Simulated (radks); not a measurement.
Dynamic dipole polarisability and lines of the bismuth ion Bi15+, [Xe] 4f14. Calculated with a radial shooting solver on a logarithmic mesh with Libxc functionals: scalar-relativistic Kohn-Sham, LDA (Slater exchange, Perdew-Wang correlation), spin-polarised, spherical densities, finite nucleus; Fermi nuclear charge, rms radius of each element as measured or else 0.836 A^(1/3) + 0.57 fm. Time-dependent linear response with the Hartree and adiabatic LDA kernel, continuum included through the Sternheimer equations, no spin-orbit coupling, so fine structure and intercombination lines are absent. Lines are the poles of the dipole polarisability below minus the highest occupied eigenvalue, found on a grid refined at the orbital gaps; the lowest seven at most are given, and weak or close lines can be missed. The first line takes the name of the lowest orbital gap if no other gap lies below it; otherwise a line is named after a gap within 0.6 % of it, if that gap stands alone.

| photon energy (eV) | alpha (bohr^3) |
|---|---|
| 0 | 0.5567 |
| 18.067 | 0.5724 |
| 42.157 | 0.6571 |
| 66.246 | 0.9225 |
| 90.336 | 3.027 |
| 114.43 | -0.8620 |
| 138.52 | 0.2044 |
| 162.60 | 0.4427 |
| 186.69 | -0.2158 |
| 210.78 | -0.07810 |
| 234.87 | -0.07801 |

Lines (eV, oscillator strength): 97.669 (12.69 nm, 5p-5d), f = 5.29; 144.78 (8.564 nm, 5p-6s), f = 1.00; 166.23 (7.458 nm, unassigned), f = 1.15; 207.93 (5.963 nm, unassigned), f = 0.0190; 231.32 (5.360 nm, 5p-7s), f = 0.189; 241.36 (5.137 nm, 5s-6p), f = 0.0912. Higher lines, where found, are left out when the end of the mesh affects them. Those listed give 86 % of the static polarisability (sum of f/w^2). Orbital energy gaps for comparison: 5p-5d 82.597 eV; 5p-6s 144.28 eV; 4f-5d 162.02 eV; 5p-6d 206.66 eV; 5p-7s 231.16 eV.
